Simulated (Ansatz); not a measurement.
Gas-phase electronic energies from Ansatz, PBE0-D4/def2-TZVP geometries. CCSD(T)/CBS adds triple-zeta CCSD(T) − MP2 to the extrapolated MP2 energy (def2 sets, frozen cores). This one scheme is used for every species. Functionals use def2-TZVPP. B3LYP here is the variant with VWN-RPA as its local correlation; programs differ in this. One conformer a species, not always the lowest.

Consider the hydrogenolysis of a C–Si bond: `C[SiH2]CCl` + H₂ → `CCl` + `C[SiH3]`.

| level | ΔE (kcal/mol) | difference from CCSD(T)/CBS |
| --- | --- | --- |
| revPBE-D4 | -4.4 | 1.4 |
| ωB97X-V | -6.7 | -0.9 |
| ωB97M-V | -6.0 | -0.2 |
| BLYP | -9.3 | -3.5 |
| B3LYP | -9.5 | -3.7 |
| r2SCAN0 | -7.0 | -1.2 |
| CCSD(T)/def2-SVP | -8.9 | -3.1 |
| CCSD(T)/def2-TZVPP | -6.6 | -0.8 |
| MP2/def2-QZVPP | -4.7 | 1.1 |
| SCS-MP2/def2-QZVPP | -6.5 | -0.7 |
| CCSD(T)/CBS | -5.8 | 0 |

Largest T1 diagnostic among the species: 0.010.

At CCSD(T), def2-SVP lies −3.1 kcal/mol from the extrapolated value and def2-TZVPP −0.8 kcal/mol. From r2SCAN to r2SCAN0 (25 % exact exchange), in def2-TZVPP and without D4, ΔE moves by −0.9 kcal/mol.

CCSD(T)/CBS has its own doubt, a few kJ/mol and more with outer-core shells, so smaller differences from it don't rank the levels.
